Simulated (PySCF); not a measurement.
Vertical excitations of a molecule C3H10Si from TDA-B3LYP/def2-SVPD run with PySCF, as energy in eV (oscillator strength): 7.79 (0.061), 7.79 (0.061), 8.00 (0.000), 8.40 (0.000), 8.43 (0.031), 8.43 (0.031), 8.47 (0.030), 8.56 (0.075), 8.56 (0.075), 8.93 (0.018). Lowest triplet (TDA): 7.62 eV. Geometry optimised at B3LYP-D3(BJ)/def2-SVP. The values are those of a single conformer.

Task: Which structure fits?
A) CC[SiH2]C
B) CC(C)[SiH3]
C) CCC[SiH3]
D) C[SiH](C)C

Result: D, C[SiH](C)C
